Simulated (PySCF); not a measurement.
Species: C₄H₉F₃Si₂.
Numbering: `[F:1][C:2]([F:3])([F:4])[CH2:5][CH:6]1[SiH2:7][CH2:8][SiH2:9]1`

Geometry (GFN2-xTB, Å), atoms numbered from 1 in this order:
```
atom  x, y, z in Å
F1    -2.738   -1.413   -0.138
C2    -2.469   -0.099   -0.201
F3    -3.610    0.531    0.138
F4    -2.265    0.179   -1.500
C5    -1.307    0.304    0.678
C6    -0.039   -0.437    0.288
Si7    1.568   -0.026    1.273
C8     2.441    0.141   -0.422
Si9    0.787    0.026   -1.395
H10   -1.182    1.383    0.573
H11   -1.600    0.086    1.709
H12   -0.253   -1.507    0.337
H13    2.032   -1.092    2.162
H14    1.450    1.230    2.017
H15    3.008    1.055   -0.570
H16    3.121   -0.679   -0.635
H17    0.701   -1.001   -2.429
H18    0.347    1.326   -1.897
```

Probes without a nucleus sit at each ring's centroid and 1 Å off its mean plane on both sides; NICS is minus the shielding there, NICSzz its component along the normal. Level: GIAO PBE0/pcSseg-1 (PySCF, non-relativistic, gas phase) on the GFN2-xTB geometry, one conformer.

Ring bond lengths (Å), with Mayer bond orders in brackets: C6–Si7 1.929 (0.86), Si7–C8 1.914 (0.92), C8–Si9 1.922 (0.90), Si9–C6 1.930 (0.85).

Question: Give the NICS values of each ring in ppm.

Answer: 
```
         ring                                                type  NICS(0)  NICS(1), two faces  NICS(1)zz, two faces  rms pucker (Å)  centre to ring atoms, mean (Å)
C6–Si7–C8–Si9  4-membered ring with 2 Si; formal bonds all single     -0.1         -0.8 / -1.3             5.7 / 5.6            0.07                            1.36
```

Question: What can be read from them?

Answer: 
- C6–Si7–C8–Si9: mean NICS(1)zz 5.7 ppm, deshielded. C6, Si7, C8, Si9 have four or more neighbours, so the value isn't read as a sign of a π ring current.
